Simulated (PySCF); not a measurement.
**P²⁺ (phosphorus, charge +2) across methods**

[Ne] 3s1 3p2, 3s spin antiparallel (an excited configuration). Computed with PySCF 2.14 in aug-cc-pVDZ-DK (5s4p2d, 27 functions), with the spin-free X2C one-electron Hamiltonian (Gaussian nucleus).

```
 method  E (hartree)  mean ε 2p β (eV)  mean ε 3s β (eV)  mean ε 3p α (eV)  Σ⟨r²⟩ (bohr²)   ⟨S²⟩
    UHF   -340.03449           -172.60           -38.166           -28.747          15.34  1.750
  M06-L    -340.5860           -152.06           -33.948           -25.377          14.68  1.750
   TPSS    -340.6260           -150.22           -33.958           -25.531          14.84  1.750
    PBE    -340.4574           -149.67           -33.949           -25.459          14.84  1.750
  B97-3    -340.5605           -156.15           -35.366           -26.373          14.84  1.750
LC-wPBE    -340.4762           -155.52           -38.264           -29.295          14.78  1.750
    LDA    -339.3221           -149.57           -34.082           -25.373          14.81  1.750
 r2SCAN    -340.5661           -152.12           -34.244           -25.654          14.94  1.750
```

(1) Estimate the same row for PBE0.

With the s spin flipped the determinant is a mixture of two multiplicities, not a spectroscopic state.

## Answers

(1) E (hartree) = -340.4683; mean ε 2p β (eV) = -155.69; mean ε 3s β (eV) = -35.277; mean ε 3p α (eV) = -26.489; Σ⟨r²⟩ (bohr²) = 14.91; ⟨S²⟩ = 1.750.
